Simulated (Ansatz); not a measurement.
The cluster Ge3O3, relaxed as a singlet with RKS r2SCAN-D4/def2-SVP in Ansatz, starting from the GFN1-xTB geometry. Force threshold 0.02 eV/Å.

The structure comes from a short search, and lower isomers may exist.

Start:

```xyz
6

Ge    0.093   -1.065   -1.613
Ge    0.639   -0.725    1.675
Ge   -0.729    1.791   -0.063
O    -0.051    0.887    1.324
O     0.590   -1.480    0.055
O    -0.542    0.592   -1.378
```

(1) Estimate the energy that the relaxation releases and the steps that it takes.

(2) Does the start keep its bonding and symmetry?

(3) Predict the relaxed structure.

Answers

(1) 0.01 eV, in 3 steps; 7.5 s on 4 threads of Arm Neoverse V1 on a shared host. No frequencies were taken in this run, so the end may be a saddle point.

(2) By distances, no bond broke or formed. The bond that changes most is Ge2–O5, from 1.79 to 1.80 Å (atoms count from 1). Point group D3h at the start, D3h at the end, both within 0.05 Å; within 0.015 Å the end is D3d.

(3) 
```xyz
6

Ge    0.0851   -1.0761   -1.6234
Ge    0.6475   -0.7295    1.6881
Ge   -0.7331    1.8052   -0.0644
O    -0.0594    0.8906    1.3350
O     0.5994   -1.4886    0.0541
O    -0.5395    0.5984   -1.3893
```
Bond lengths: 6 × Ge–O 1.80 Å.
